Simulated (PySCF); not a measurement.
C₃H₁₂Si₃, charge +1, doublet, geometry from GFN2-xTB (a state made from the parent by changing its charge; the spin is typed, not shown lowest), with bond 15-5 at 1.4 times its length; SA2-CASSCF(3,5)/STO-3G (PySCF).

Here is a job for PySCF.
```python
from pyscf import gto, scf, mcscf
import numpy

mol = gto.M(
    atom='''
C    -0.702211    1.238818   -1.076559
Si    1.082842    1.434083   -0.466217
C     1.879096   -0.295417   -0.154437
Si    0.741747   -1.447330    0.895291
C    -1.020692   -1.451563    0.194684
Si   -1.908548    0.268081    0.089206
H    -0.716244    0.772421   -2.060893
H    -1.178269    2.210886   -1.191033
H     1.887729    1.922647   -1.599586
H     1.134661    2.219214    0.764085
H     2.090948   -0.772037   -1.110052
H     2.836090   -0.172197    0.346091
H     1.332439   -2.768179    0.616896
H     0.753395   -1.001540    2.285937
H    -1.946976   -2.285356    1.071442
H    -1.034162   -1.913197   -0.791901
H    -1.958161    0.896973    1.407725
H    -3.227837    0.133443   -0.526250
''',
    basis='sto-3g',
    charge=1,
    spin=1,
    verbose=4,
)

mf = scf.ROHF(mol)
mf.kernel()
mc = mcscf.CASSCF(mf, 5, 3)
mc.fix_spin_(ss=0.75)
mc = mc.state_average_([0.5, 0.5])
mc.kernel()
```

The log (banner, timings and long lists left out):

```
PySCF version 2.14.0

[INPUT] verbose = 4
[INPUT] num. atoms = 18
[INPUT] num. electrons = 71
[INPUT] charge = 1
[INPUT] spin (= nelec alpha-beta = 2S) = 1
[INPUT] symmetry False subgroup None
[INPUT] Mole.unit = angstrom
[INPUT] Symbol           X                Y                Z      unit          X                Y                Z       unit  Magmom
[INPUT]  1 C     -0.702211000000   1.238818000000  -1.076559000000 AA   -1.326986471657   2.341026738181  -2.034401666936 Bohr   0.0
[INPUT]  2 Si     1.082842000000   1.434083000000  -0.466217000000 AA    2.046274816176   2.710024109895  -0.881022444616 Bohr   0.0
[INPUT]  3 C      1.879096000000  -0.295417000000  -0.154437000000 AA    3.550976801766  -0.558257222541  -0.291843633499 Bohr   0.0
[INPUT]  4 Si     0.741747000000  -1.447330000000   0.895291000000 AA    1.401698683718  -2.735057311867   1.691854791788 Bohr   0.0
[INPUT]  5 C     -1.020692000000  -1.451563000000   0.194684000000 AA   -1.928828337535  -2.743056522552   0.367899440835 Bohr   0.0
[INPUT]  6 Si    -1.908548000000   0.268081000000   0.089206000000 AA   -3.606633015586   0.506599669200   0.168574908668 Bohr   0.0
[INPUT]  7 H     -0.716244000000   0.772421000000  -2.060893000000 AA   -1.353504998363   1.459664142863  -3.894523342033 Bohr   0.0
[INPUT]  8 H     -1.178269000000   2.210886000000  -1.191033000000 AA   -2.226605711065   4.177969032635  -2.250726175319 Bohr   0.0
[INPUT]  9 H      1.887729000000   1.922647000000  -1.599586000000 AA    3.567290807399   3.633276264217  -3.022779452689 Bohr   0.0
[INPUT] 10 H      1.134661000000   2.219214000000   0.764085000000 AA    2.144198534225   4.193706671801   1.443911385888 Bohr   0.0
[INPUT] 11 H      2.090948000000  -0.772037000000  -1.110052000000 AA    3.951319060707  -1.458938488031  -2.097694264026 Bohr   0.0
[INPUT] 12 H      2.836090000000  -0.172197000000   0.346091000000 AA    5.359433364618  -0.325405169472   0.654017204177 Bohr   0.0
[INPUT] 13 H      1.332439000000  -2.768179000000   0.616896000000 AA    2.517944787689  -5.231100173772   1.165764487340 Bohr   0.0
[INPUT] 14 H      0.753395000000  -1.001540000000   2.285937000000 AA    1.423710213617  -1.892636302797   4.319794868010 Bohr   0.0
[INPUT] 15 H     -1.946976000000  -2.285356000000   1.071442000000 AA   -3.679251411101  -4.318696937132   2.024731938356 Bohr   0.0
[INPUT] 16 H     -1.034162000000  -1.913197000000  -0.791901000000 AA   -1.954282948432  -3.615418352340  -1.496476007769 Bohr   0.0
[INPUT] 17 H     -1.958161000000   0.896973000000   1.407725000000 AA   -3.700387997804   1.695033311129   2.660214708703 Bohr   0.0
[INPUT] 18 H     -3.227837000000   0.133443000000  -0.526250000000 AA   -6.099727904738   0.252170723240  -0.994468373052 Bohr   0.0

nuclear repulsion = 441.54010816891
number of shells = 36
number of NR pGTOs = 162
number of NR cGTOs = 54
basis = sto-3g
ecp = {}

******** <class 'pyscf.scf.rohf.ROHF'> ********
method = ROHF
initial guess = minao
damping factor = 0
level_shift factor = 0
DIIS = <class 'pyscf.scf.diis.CDIIS'>
diis_start_cycle = 1
diis_space = 8
diis_damp = 0
SCF conv_tol = 1e-09
SCF conv_tol_grad = None
SCF max_cycles = 50
direct_scf = True
direct_scf_tol = 1e-13
num. doubly occ = 35  num. singly occ = 1
Set gradient conv threshold to 3.16228e-05
init E= -975.661643133426
  HOMO = -0.264714548976248  LUMO = 0.155535752981385  gap/eV = 11.43559
cycle= 1 E= -975.708932188798  delta_E= -0.0473  |g|= 0.227  |ddm|=  3.3
  HOMO = -0.39478988365304  LUMO = 0.16591604049426  gap/eV = 15.25759
cycle= 2 E= -975.737082173987  delta_E= -0.0281  |g|= 0.0573  |ddm|= 0.341
  HOMO = -0.38549147548136  LUMO = 0.178487587278669  gap/eV = 15.34665
cycle= 3 E= -975.739173947323  delta_E= -0.00209  |g|= 0.0197  |ddm|= 0.107
  HOMO = -0.387481657206715  LUMO = 0.173047328947415  gap/eV = 15.25277
cycle= 4 E= -975.739431485485  delta_E= -0.000258  |g|= 0.00928  |ddm|= 0.0343
  HOMO = -0.387862473625397  LUMO = 0.174910017598005  gap/eV = 15.31382
cycle= 5 E= -975.739546510508  delta_E= -0.000115  |g|= 0.00554  |ddm|= 0.0185
  HOMO = -0.388054718211347  LUMO = 0.174967027066468  gap/eV = 15.32060
cycle= 6 E= -975.739772692941  delta_E= -0.000226  |g|= 0.00903  |ddm|= 0.0416
  HOMO = -0.387674357695445  LUMO = 0.174484174980927  gap/eV = 15.29711
cycle= 7 E= -975.739628315437  delta_E= 0.000144  |g|= 0.00834  |ddm|= 0.0253
  HOMO = -0.387366102879348  LUMO = 0.173817078627268  gap/eV = 15.27057
cycle= 8 E= -975.739554475086  delta_E= 7.38e-05  |g|= 0.00719  |ddm|= 0.0168
  HOMO = -0.38796618994482  LUMO = 0.169333206628644  gap/eV = 15.16489
cycle= 9 E= -975.739458132835  delta_E= 9.63e-05  |g|= 0.00201  |ddm|= 0.0702
  HOMO = -0.388568304714903  LUMO = 0.167499364552592  gap/eV = 15.13137
cycle= 10 E= -975.739468323241  delta_E= -1.02e-05  |g|= 0.00079  |ddm|= 0.0244
  HOMO = -0.388923394434836  LUMO = 0.166713042794047  gap/eV = 15.11964
cycle= 11 E= -975.739471444089  delta_E= -3.12e-06  |g|= 0.000203  |ddm|= 0.00946
  HOMO = -0.388800963457468  LUMO = 0.166702122562293  gap/eV = 15.11601
cycle= 12 E= -975.739471573352  delta_E= -1.29e-07  |g|= 0.000103  |ddm|= 0.000919
  HOMO = -0.388784864908972  LUMO = 0.166688875170581  gap/eV = 15.11521
cycle= 13 E= -975.739471622706  delta_E= -4.94e-08  |g|= 6.32e-05  |ddm|= 0.000754
  HOMO = -0.388847961333961  LUMO = 0.166679959222703  gap/eV = 15.11668
cycle= 14 E= -975.739471633124  delta_E= -1.04e-08  |g|= 3.91e-05  |ddm|= 0.00075
  HOMO = -0.388820112637436  LUMO = 0.166688443440794  gap/eV = 15.11616
cycle= 15 E= -975.739471640762  delta_E= -7.64e-09  |g|= 2.29e-05  |ddm|= 0.000279
  HOMO = -0.388813345433466  LUMO = 0.166681639219022  gap/eV = 15.11579
cycle= 16 E= -975.739471645393  delta_E= -4.63e-09  |g|= 1.42e-05  |ddm|= 0.000399
  HOMO = -0.388816730339203  LUMO = 0.166687539182562  gap/eV = 15.11604
cycle= 17 E= -975.739471645812  delta_E= -4.19e-10  |g|= 3.68e-06  |ddm|= 0.000174
  HOMO = -0.388816828817565  LUMO = 0.166685896352632  gap/eV = 15.11600
Extra cycle  E= -975.739471645846  delta_E= -3.43e-11  |g|= 2.39e-06  |ddm|= 1.2e-05
converged SCF energy = -975.739471645846

******** <class 'pyscf.mcscf.addons.StateAverageCASSCF'> ********
CAS (2e+1e, 5o), ncore = 34, nvir = 15
max_cycle_macro = 50
max_cycle_micro = 4
conv_tol = 1e-07
conv_tol_grad = None
orbital rotation max_stepsize = 0.02
orbital rotation threshold for CI restart = 0.01
augmented hessian ah_max_cycle = 30
augmented hessian ah_conv_tol = 1e-12
augmented hessian ah_linear dependence = 1e-14
augmented hessian ah_level shift = 1e-08
augmented hessian ah_start_tol = 2.5
augmented hessian ah_start_cycle = 3
augmented hessian ah_grad_trust_region = 3
kf_trust_region = 3
kf_interval = 4
ci_response_space = 4
ci_grad_trust_region = 3
with_dep4 0
natorb = False
canonicalization = True
sorting_mo_energy = False
ao2mo_level = 2
internal_rotation = False
******** <class 'pyscf.mcscf.addons.StateAverageSpinPenaltyFCISolver'> ********
max. cycles = 50
conv_tol = 1e-08
davidson only = True
linear dependence = 1e-12
level shift = 0.001
max iter space = 12
nroots = 2
pspace_size = 400
spin = None
State-average over 2 states with weights [0.5, 0.5]
CASCI E = -975.717421491385  S^2 = 0.7500000
Set conv_tol_grad to 0.000316228
macro iter   1 ( 21 JK    4 micro), CASSCF E = -975.720818270350  dE = -3.39677897e-03  S^2 = 0.7500000
               |grad[o]|=0.0485  |ddm|=0.00803  |maxRot[o]|=0.134
macro iter   2 ( 21 JK    4 micro), CASSCF E = -975.726022202771  dE = -5.20393242e-03  S^2 = 0.7500000
               |grad[o]|=0.0207  |ddm|=0.018  |maxRot[o]|=0.268
macro iter   3 ( 21 JK    4 micro), CASSCF E = -975.731078072998  dE = -5.05587023e-03  S^2 = 0.7500000
               |grad[o]|=0.0146  |ddm|=0.0265  |maxRot[o]|=0.306
macro iter   4 ( 21 JK    4 micro), CASSCF E = -975.734529700488  dE = -3.45162749e-03  S^2 = 0.7500000
               |grad[o]|=0.0119  |ddm|=0.0457  |maxRot[o]|=0.308
macro iter   5 ( 21 JK    4 micro), CASSCF E = -975.736540261399  dE = -2.01056091e-03  S^2 = 0.7500000
               |grad[o]|=0.00879  |ddm|=0.0234  |maxRot[o]|=0.287
macro iter   6 ( 21 JK    4 micro), CASSCF E = -975.737705741827  dE = -1.16548043e-03  S^2 = 0.7500000
               |grad[o]|=0.00509  |ddm|=0.00855  |maxRot[o]|=0.292
macro iter   7 ( 16 JK    4 micro), CASSCF E = -975.738267957524  dE = -5.62215697e-04  S^2 = 0.7500000
               |grad[o]|=0.00357  |ddm|=0.0123  |maxRot[o]|= 0.19
macro iter   8 ( 15 JK    4 micro), CASSCF E = -975.738353118269  dE = -8.51607452e-05  S^2 = 0.7500000
               |grad[o]|=0.00191  |ddm|=0.00589  |maxRot[o]|=0.0542
macro iter   9 ( 11 JK    3 micro), CASSCF E = -975.738357678434  dE = -4.56016471e-06  S^2 = 0.7500000
               |grad[o]|=0.000451  |ddm|=0.00145  |maxRot[o]|=0.00785
macro iter  10 (  4 JK    1 micro), CASSCF E = -975.738357745308  dE = -6.68744633e-08  S^2 = 0.7500000
               |grad[o]|=6.89e-05  |ddm|=0.000119  |maxRot[o]|=0.000689
1-step CASSCF converged in  10 macro (172 JK  36 micro) steps
CASSCF canonicalization
Density matrix diagonal elements [1.48260574 1.48398389 0.00965621 0.01197909 0.01177507]
CASSCF energy = -975.738357745308
CASCI E = -975.738357745308  E(CI) = -2.45825273713433  S^2 = 0.7500000
CASCI state-averaged energy = -975.738357745308
CASCI energy for each state
  State 0 weight 0.5  E = -975.751612206252 S^2 = 0.7500000
  State 1 weight 0.5  E = -975.725103284364 S^2 = 0.7500000
```
